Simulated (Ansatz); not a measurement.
One change: `CC(C)[O][AlH2]` becomes `CC(C)[O][Sn][SH]`.

Ansatz, PBE0-D4/def2-TZVP geometries, multiplicity 1. Each molecule was computed in one conformer, which needn't be the lowest.

Elements past krypton have def2 core potentials.

| property | `CC(C)[O][AlH2]` |
| --- | --- |
| size of the dipole moment (B3LYP/def2-TZVPP) / D | 1.20 |
| size of the dipole moment (PBE/def2-TZVPP) / D | 1.21 |
| HOMO–LUMO gap (PBE/def2-TZVPP) / eV | 4.76 |
| LUMO energy (PBE/def2-TZVPP) / eV | -1.66 |
| HOMO energy (PBE/def2-TZVPP) / eV | -6.42 |
| HOMO energy (ωB97M-V/def2-TZVPP) / eV | -10.12 |

Question: What does the change do to each property? (Estimate.)

Answer: The calculation gave: 
```json
{"property": "size of the dipole moment (B3LYP/def2-TZVPP) / D", "`CC(C)[O][Sn][SH]`": "1.18", "shift": "-0.02"}
{"property": "size of the dipole moment (PBE/def2-TZVPP) / D", "`CC(C)[O][Sn][SH]`": "0.98", "shift": "-0.23"}
{"property": "HOMO–LUMO gap (PBE/def2-TZVPP) / eV", "`CC(C)[O][Sn][SH]`": "3.32", "shift": "-1.44"}
{"property": "LUMO energy (PBE/def2-TZVPP) / eV", "`CC(C)[O][Sn][SH]`": "-2.79", "shift": "-1.13"}
{"property": "HOMO energy (PBE/def2-TZVPP) / eV", "`CC(C)[O][Sn][SH]`": "-6.12", "shift": "0.30"}
{"property": "HOMO energy (ωB97M-V/def2-TZVPP) / eV", "`CC(C)[O][Sn][SH]`": "-9.13", "shift": "0.99"}
```

With PBE0 the HOMO rises by 0.70 eV and the LUMO falls by 1.27 eV, so the gap narrows by about 1.97 eV. PBE moves the HOMO by 0.30 eV and ωB97M-V by 0.99 eV. Dipoles are sizes alone; their direction can turn.

B3LYP here is the variant with VWN-RPA as its local correlation; programs differ in this.
